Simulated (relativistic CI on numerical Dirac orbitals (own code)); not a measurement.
# Forbidden lines of Sn XXIV

Calculated at this level of theory: Dirac-Coulomb-Breit CI, orbitals from a KLI potential per configuration, QED by a radiative potential, unscaled Slater integrals (own radial code, finite nucleus).

Configurations in the expansion (outside the closed core [Ne]): 3s2 3p6 3d9, 3s2 3p5 3d10, 3s 3p6 3d10, 3s2 3p6 3d8 4s, 3s2 3p6 3d8 4p, 3s2 3p6 3d8 4d, 3s2 3p6 3d8 4f, 3s2 3p4 3d10 4s, 3s2 3p5 3d9 4s, 3s2 3p6 3d7 4s2, 3s2 3p4 3d10 4p, 3s2 3p5 3d9 4p, 3s2 3p6 3d7 4s 4p, 3s2 3p6 3d8 5s, 3s2 3p4 3d10 4d, 3s2 3p6 3d7 4p2. Levels of other configurations are missing.

| λ vac (nm) | Lower | Upper | Type | A (s⁻¹) | log gf |
| --- | --- | --- | --- | --- | --- |
| 2.4928 | 3s2 3p6 3d9 2D_3/2 [2] | 3s2 3p6 3d8 4s 2S_1/2 [21] | E2 | 1.26e+08 | -4.63 |
| 2.5245 | 3s2 3p6 3d9 2D_5/2 [1] | 3s2 3p6 3d8 4s 2D_3/2 [20] | E2 | 2.09e+07 | -5.10 |
| 2.5247 | 3s2 3p6 3d9 2D_5/2 [1] | 3s2 3p6 3d8 4s 2D_5/2 [19] | E2 | 7.21e+06 | -5.38 |
| 2.5408 | 3s2 3p6 3d9 2D_5/2 [1] | 3s2 3p6 3d8 4s 2G_9/2 [17] | E2 | 1.35e+08 | -3.88 |
| 2.5427 | 3s2 3p6 3d9 2D_5/2 [1] | 3s2 3p6 3d8 4s 2P_1/2 [16] | E2 | 1.79e+08 | -4.46 |
| 2.5506 | 3s2 3p6 3d9 2D_5/2 [1] | 3s2 3p6 3d8 4s 4P_3/2 [15] | E2 | 9.94e+07 | -4.41 |
| 2.5649 | 3s2 3p6 3d9 2D_5/2 [1] | 3s2 3p6 3d8 4s 4P_1/2 [14] | E2 | 5.22e+07 | -4.99 |
| 2.5655 | 3s2 3p6 3d9 2D_5/2 [1] | 3s2 3p6 3d8 4s 4F_3/2 [13] | E2 | 8.67e+07 | -4.47 |
| 2.5663 | 3s2 3p6 3d9 2D_5/2 [1] | 3s2 3p6 3d8 4s 4P_5/2 [12] | E2 | 5.66e+07 | -4.47 |
| 2.5713 | 3s2 3p6 3d9 2D_3/2 [2] | 3s2 3p6 3d8 4s 2D_3/2 [20] | E2 | 1.54e+08 | -4.22 |
| 2.5716 | 3s2 3p6 3d9 2D_3/2 [2] | 3s2 3p6 3d8 4s 2D_5/2 [19] | E2 | 1.50e+08 | -4.05 |
| 2.5876 | 3s2 3p6 3d9 2D_3/2 [2] | 3s2 3p6 3d8 4s 2G_7/2 [18] | E2 | 1.48e+08 | -3.92 |
| 2.5903 | 3s2 3p6 3d9 2D_3/2 [2] | 3s2 3p6 3d8 4s 2P_1/2 [16] | E2 | 1.81e+08 | -4.44 |
| 2.5909 | 3s2 3p6 3d9 2D_5/2 [1] | 3s2 3p6 3d8 4s 4F_5/2 [11] | E2 | 3.92e+07 | -4.63 |
| 2.5921 | 3s2 3p6 3d9 2D_5/2 [1] | 3s2 3p6 3d8 4s 4F_7/2 [10] | E2 | 1.39e+08 | -3.95 |
| 2.5985 | 3s2 3p6 3d9 2D_3/2 [2] | 3s2 3p6 3d8 4s 4P_3/2 [15] | E2 | 2.43e+07 | -5.01 |
| 2.6074 | 3s2 3p6 3d9 2D_5/2 [1] | 3s2 3p6 3d8 4s 2D_3/2 [9] | E2 | 1.25e+08 | -4.29 |
| 2.6093 | 3s2 3p6 3d9 2D_5/2 [1] | 3s2 3p6 3d8 4s 2D_5/2 [8] | E2 | 7.75e+07 | -4.32 |
| 2.6139 | 3s2 3p6 3d9 2D_3/2 [2] | 3s2 3p6 3d8 4s 4F_3/2 [13] | E2 | 3.21e+07 | -4.88 |
| 2.6147 | 3s2 3p6 3d9 2D_3/2 [2] | 3s2 3p6 3d8 4s 4P_5/2 [12] | E2 | 9.66e+07 | -4.23 |
| 2.6321 | 3s2 3p6 3d9 2D_5/2 [1] | 3s2 3p6 3d8 4s 2F_7/2 [7] | E2 | 2.21e+08 | -3.74 |
| 2.6403 | 3s2 3p6 3d9 2D_3/2 [2] | 3s2 3p6 3d8 4s 4F_5/2 [11] | E2 | 8.80e+07 | -4.26 |
| 2.6415 | 3s2 3p6 3d9 2D_3/2 [2] | 3s2 3p6 3d8 4s 4F_7/2 [10] | E2 | 1.01e+07 | -5.07 |
| 2.6417 | 3s2 3p6 3d9 2D_5/2 [1] | 3s2 3p6 3d8 4s 4F_9/2 [6] | E2 | 5.38e+06 | -5.25 |
| 2.6830 | 3s2 3p6 3d9 2D_3/2 [2] | 3s2 3p6 3d8 4s 2F_7/2 [7] | E2 | 5.17e+06 | -5.35 |
| 138.56 | 3s2 3p6 3d9 2D_5/2 [1] | 3s2 3p6 3d9 2D_3/2 [2] | M1 | 6.06e+03 | -5.16 |

Terms are leading LS components. Brackets give the number of a level in order of energy, since labels repeat. The list gives strong lines, with weight on those to low levels, among the lowest 200 of 868 levels, so that lines to higher ones, which can be the strongest, are missing. Levels whose partners in the same complex of configurations lie outside the list can be far off, and so can their lines. Rates are taken at the computed energies, electric ones in the length gauge.

At this charge energies of transitions that change n are usually good to better than 1 %, and those within a shell (Δn = 0) to a few per cent.

LS names give the leading component of a level, which can be under half, so a name can repeat, a term be missing and a line seem to break the LS rules.
